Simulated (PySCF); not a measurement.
PBE0-D3(BJ)/def2-SVP geometry optimisation, IEF-PCM water with PySCF 2.14 and geomeTRIC: [Mn(NCS)(CN)5]2-, charge -2, multiplicity 4. Start (GFN2-xTB, shaken):

```
14

Mn    0.0000    0.0045   -0.0041
N    -0.0153   -0.0161    1.8416
C    -0.0102    0.0028    3.0267
S    -0.0321   -0.0209    4.6182
C     0.0026   -0.0022   -1.9820
N     0.0121   -0.0024   -3.1418
C     1.9257   -0.0202   -0.1233
N     3.1016   -0.0201   -0.0092
C    -1.9627   -0.0037   -0.1308
N    -3.1239   -0.0020   -0.0074
C    -0.0241    1.9465   -0.1195
N    -0.0136    3.1208   -0.0399
C    -0.0018   -1.9523   -0.0927
N    -0.0033   -3.1143    0.0064
```

```csv
step,E − E(start) / kcal mol⁻¹,largest force / Eh bohr⁻¹
0,0.00,0.05425
1,-2.69,0.01043
2,-2.94,0.01037
3,-3.34,0.00448
4,-3.45,0.00129
5,-3.50,0.00166
6,-3.51,0.00071
7,-3.51,0.00028
```

The optimisation met its thresholds. End point:

```
14

Mn   -0.0117   -0.0099    0.0202
N    -0.0170   -0.0092    1.9043
C    -0.0131    0.0071    3.0903
S    -0.0084    0.0276    4.6884
C    -0.0023   -0.0062   -1.9464
N     0.0029   -0.0042   -3.1104
C     1.9776   -0.0112   -0.0751
N     3.1416   -0.0121   -0.1023
C    -2.0004   -0.0105   -0.0914
N    -3.1642   -0.0111   -0.1284
C    -0.0118    1.9789   -0.0851
N    -0.0118    3.1427   -0.1178
C    -0.0127   -1.9989   -0.0853
N    -0.0135   -3.1628   -0.1187
```

Metal–donor distances, start → end: N2 1.846 → 1.884 Å, C5 1.978 → 1.967 Å, C7 1.930 → 1.992 Å, C9 1.967 → 1.992 Å, C11 1.946 → 1.992 Å, C13 1.959 → 1.992 Å.

No frequencies were computed, so the end point may be a saddle point.

The job took 20 min on one thread of Arm Neoverse N1 (shared host), with 217 basis functions and a peak of 1.6 GiB, launched as `OMP_NUM_THREADS=1 python lf_run.py task.json out`.
